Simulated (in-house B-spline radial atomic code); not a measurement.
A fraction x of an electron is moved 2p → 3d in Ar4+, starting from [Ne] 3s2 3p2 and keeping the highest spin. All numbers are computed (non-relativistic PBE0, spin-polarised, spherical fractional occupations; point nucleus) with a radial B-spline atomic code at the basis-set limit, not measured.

Caution: exact exchange at fractional occupations of open shells leaves self-interaction of up to several eV.

```csv
x,E(x) - E(0) (eV),2p down level (eV),3d up level (eV)
0,0.0000,-305.430,-
0.125,33.1132,-308.337,-42.319
0.25,?,?,?
0.375,100.1654,-314.040,-43.663
0.5,134.0958,-316.835,-44.331
0.625,?,?,?
0.75,202.7432,-322.311,-45.660
0.875,237.4512,-324.992,-46.322
1,272.4093,-327.634,-46.982
```

(1) What belongs in the row x = 0.25?

(2) What belongs in the row x = 0.625?

(3) Check Janak's theorem between x = 0.375 and 0.5.

Answers

(1) An energy change of 66.5031 eV; 2p down at -311.207 eV, 3d up at -42.992 eV.

(2) An energy change of 168.2899 eV; 2p down at -319.592 eV, 3d up at -44.997 eV.

(3) The slope of the energy is 271.44 eV; the orbital levels give 271.44 eV (ε of the receiving orbital less ε of the emptying one, averaged over the two points).
